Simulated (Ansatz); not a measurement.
Stretching the O4–H5 bond in BH3O (SMILES BO) (multiplicity 1 held, fragments rigid). Energies count from the point at 0.963 Å.
Geometry at that point (charge 0, multiplicity 1):
```xyz
5

B     -0.44836    -0.55342     0.06101
H     -0.33819    -1.33753     0.95180
H     -1.30243    -0.64193    -0.77342
O      0.44517     0.45958     0.02793
H      0.32104     1.06992    -0.70687
```

R- and RO- levels are restricted; in cc, def2 and unpolarised 6-31G sets they are followed outwards from rest. Unrestricted levels (U-) break spin symmetry where that is lower. Active spaces are followed from a long bond inwards. Levels need not reach the same state.

Correlated levels freeze the cores.

Programs: Ansatz (Gaussian orbitals). Values without a source in brackets are computed.

Energies in kcal/mol.

```tsv
R (Å)	U-SCS-MP2/cc-pVDZ	U-CCSD/cc-pVDZ	R-CCSD(T)/cc-pVDZ	FIC-NEVPT4(SD) on CASSCF(4,3)/cc-pVDZ	FIC-MRCISD+Q on CASSCF(4,3)/cc-pVDZ
0.771	37.6	37.3	37.6	37.8	37.4
0.867	7.5	7.3	7.5	7.6	7.4
0.963	0.0	0.0	0.0	0.0	0.0
1.060	4.3	4.5	4.2	4.3	4.3
1.156	14.5	14.7	14.3	14.3	14.4
1.300	34.0	34.2	33.2	33.4	33.5
1.445	68.8	54.0	51.9	52.4	52.3
1.686	98.8	81.8	76.6	77.6	76.8
1.926	106.3	96.9	91.1	92.7	91.3
2.215	108.3	101.9	98.0	101.1	99.2
2.601	108.7	102.8	98.1	104.7	102.6
3.082	108.7	102.9	94.6	105.7	103.5
```

Doubts at one or more of the structures used: a spin-contaminated determinant (U-SCS-MP2/cc-pVDZ, U-CCSD/cc-pVDZ); T1 above 0.05 (U-CCSD/cc-pVDZ); the program's own flag: large difference (U-CCSD/cc-pVDZ); a restricted determinant that unrestricted orbitals would lower (R-CCSD(T)/cc-pVDZ); other coupled-cluster roots lie near (R-CCSD(T)/cc-pVDZ); active orbitals that take no part (FIC-NEVPT4(SD) on CASSCF(4,3)/cc-pVDZ, FIC-MRCISD+Q on CASSCF(4,3)/cc-pVDZ).

Ansatz is a quantum-chemistry and plane-wave program.
